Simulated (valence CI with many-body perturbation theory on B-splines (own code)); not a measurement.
## Nb27+: calculated level list

Calculated by valence CI with perturbative core correlation (CI+MBPT): four valence electrons over a frozen Dirac-Fock core [Ne], a basis of 11 s, 11 p, 10 d, 8 f, 5 g, 2 h functions for each j, with the one-electron correlation potential Σ1 (screened to all orders), the two-electron term Σ2, the three-electron term Σ3, Breit, model QED; selected single and double excitations, second order for the rest, scaled by the run's own slope (own B-spline code, finite nucleus).

No measured spectrum was set against this ion. As an estimate, large intervals hold to a few tenths of a per cent, small ones and those within an open d or f shell to about a per cent. Among the levels kept, up to 710 cm⁻¹ of a level comes from second order outside the variational space, and about a tenth of that is noise between levels of different J, which matters for small intervals.

Levels 1 to 45 of 175, with energies above the lowest level, 3s²3p² ³P_0. "Leading %" is the weight of the configuration and term that name the level; weights of strongly mixed levels are sums over their largest components and can fall short. In the jj column 3d3/2^4 stands for four electrons in 3d with j = 3/2.

```tsv
No.	Configuration	Term	J	E (eV)	Leading %	Second component	g	Leading jj
1	3s²3p²	³P	0	0.00	79	19 % 3s²3p² ¹S		3s^2 3p1/2^2 (96 %)
2	3s²3p²	³P	1	17.58	98		1.498	3s^2 3p1/2 3p3/2 (98 %)
3	3s²3p²	¹D	2	21.78	49	49 % 3s²3p² ³P	1.246	3s^2 3p1/2 3p3/2 (95 %)
4	3s²3p²	³P	2	42.59	49	49 % 3s²3p² ¹D	1.249	3s^2 3p3/2^2 (95 %)
5	3s²3p²	¹S	0	52.67	78	19 % 3s²3p² ³P		3s^2 3p3/2^2 (94 %)
6	3s3p³	⁵S°	2	81.24	72	20 % 3s3p³ ³P°	1.837	3s 3p1/2^2 3p3/2 (70 %)
7	3s3p³	³D°	1	95.97	58	19 % 3s3p³ ³P°	0.794	3s 3p1/2^2 3p3/2 (67 %)
8	3s3p³	³D°	2	100.80	57	18 % 3s3p³ ⁵S°	1.359	3s 3p1/2 3p3/2^2 (72 %)
9	3s3p³	³D°	3	106.75	87	11 % 3s²3p3d ³D°	1.328	3s 3p1/2 3p3/2^2 (87 %)
10	3s²3p3d	¹D°	2	114.77	29	24 % 3s3p³ ¹D°	1.020	3s^2 3p1/2 3d3/2 (48 %)
11	3s3p³	³P°	0	116.04	90	9 % 3s²3p3d ³P°		3s 3p1/2 3p3/2^2 (90 %)
12	3s3p³	³P°	1	118.22	61	18 % 3s3p³ ³D°	1.301	3s 3p1/2 3p3/2^2 (73 %)
13	3s²3p3d	³F°	2	125.08	60	14 % 3s3p³ ³P°	0.924	3s^2 3p1/2 3d3/2 (45 %)
14	3s3p³	³S°	1	130.71	50	32 % 3s3p³ ¹P°	1.529	3s 3p1/2 3p3/2^2 (66 %)
15	3s²3p3d	³F°	3	131.88	85	5 % 3s²3p3d ³D°	1.097	3s^2 3p1/2 3d5/2 (73 %)
16	3s3p³	³P°	2	132.96	36	25 % 3s²3p3d ¹D°	1.205	3s 3p3/2^3 (47 %)
17	3s²3p3d	³D°	1	139.38	42	23 % 3s²3p3d ³P°	0.849	3s^2 3p1/2 3d3/2 (80 %)
18	3s²3p3d	³P°	2	139.97	52	22 % 3s3p³ ¹D°	1.299	3s^2 3p1/2 3d5/2 (62 %)
19	3s²3p3d	³F°	4	147.32	98		1.247	3s^2 3p3/2 3d5/2 (98 %)
20	3s3p³	¹P°	1	151.18	32	27 % 3s3p³ ³S°	1.235	3s 3p3/2^3 (36 %)
21	3s²3p3d	³D°	2	154.70	42	25 % 3s²3p3d ¹D°	1.058	3s^2 3p3/2 3d3/2 (69 %)
22	3s²3p3d	³P°	0	155.91	89	9 % 3s3p³ ³P°		3s^2 3p3/2 3d3/2 (89 %)
23	3s²3p3d	³D°	3	156.11	64	14 % 3s²3p3d ¹F°	1.252	3s^2 3p3/2 3d3/2 (48 %)
24	3s²3p3d	³P°	1	159.48	50	10 % 3s3p³ ³P°	1.301	3s^2 3p3/2 3d3/2 (44 %)
25	3s²3p3d	³P°	2	161.97	35	18 % 3s²3p3d ³D°	1.277	3s^2 3p3/2 3d5/2 (60 %)
26	3s²3p3d	¹F°	3	168.10	78	17 % 3s²3p3d ³D°	1.061	3s^2 3p3/2 3d5/2 (63 %)
27	3s²3p3d	¹P°	1	174.00	68	14 % 3s3p³ ¹P°	0.970	3s^2 3p3/2 3d5/2 (67 %)
28	3p⁴	³P	2	183.62	26	24 % 3s3p²3d ³P	1.310	3s 3p1/2^2 3d3/2 (42 %)
29	3s3p²3d	⁵F	1	183.80	76	13 % 3s3p²3d ³D	0.214	3s 3p1/2^2 3d3/2 (73 %)
30	3s3p²3d	⁵F	2	187.86	50	16 % 3p⁴ ³P	1.168	3s 3p1/2^2 3d5/2 (25 %)
31	3s3p²3d	⁵F	3	191.51	53	29 % 3s3p²3d ⁵D	1.350	3s 3p1/2^2 3d5/2 (57 %)
32	3p⁴	³P	0	196.04	27	24 % 3s3p²3d ⁵D		3s 3p1/2 3p3/2 3d3/2 (44 %)
33	3s3p²3d	⁵D	1	198.17	51	21 % 3s3p²3d ³P	1.335	3s 3p1/2 3p3/2 3d3/2 (81 %)
34	3s3p²3d	⁵D	2	199.53	37	26 % 3s3p²3d ³F	1.160	3s 3p1/2 3p3/2 3d3/2 (75 %)
35	3s3p²3d	⁵D	0	200.58	69	13 % 3p⁴ ³P		3s 3p1/2 3p3/2 3d3/2 (58 %)
36	3s3p²3d	⁵F	3	200.73	34	27 % 3s3p²3d ³F	1.286	3s 3p1/2 3p3/2 3d3/2 (66 %)
37	3s3p²3d	⁵F	4	201.02	79	17 % 3s3p²3d ⁵D	1.362	3s 3p1/2 3p3/2 3d5/2 (78 %)
38	3s3p²3d	³F	2	204.37	48	15 % 3p⁴ ¹D	0.908	3s 3p1/2 3p3/2 3d3/2 (33 %)
39	3p⁴	³P	1	204.81	36	31 % 3s3p²3d ⁵D	1.480	3s 3p1/2 3p3/2 3d5/2 (37 %)
40	3s3p²3d	⁵D	4	204.97	46	38 % 3s3p²3d ³F	1.360	3s 3p1/2 3p3/2 3d5/2 (47 %)
41	3p⁴	¹D	2	206.09	23	17 % 3s3p²3d ⁵D	1.179	3s 3p1/2 3p3/2 3d5/2 (48 %)
42	3s3p²3d	⁵F	5	208.01	83	17 % 3s3p²3d ³G	1.364	3s 3p1/2 3p3/2 3d5/2 (74 %)
43	3s3p²3d	⁵P	3	210.59	44	43 % 3s3p²3d ³F	1.354	3s 3p1/2 3p3/2 3d5/2 (62 %)
44	3p⁴	³P	2	214.88	22	13 % 3s3p²3d ⁵P	1.289	3s 3p1/2 3p3/2 3d5/2 (37 %)
45	3s3p²3d	⁵D	3	214.98	36	25 % 3s3p²3d ⁵P	1.419	3s 3p1/2 3p3/2 3d5/2 (53 %)
```

Names give the largest LS component (configuration and term), which can be under half, so a name can repeat, a term be missing and a line seem to break the LS rules; names also repeat where a configuration has a term twice.

The ionisation energy to 3s²3p ²P°1/2 of the next ion comes out as 1437.7 eV (NIST: 1439 ± 3 eV (semi-empirical)). All 175 levels together are meant to be complete up to 351.95 eV.
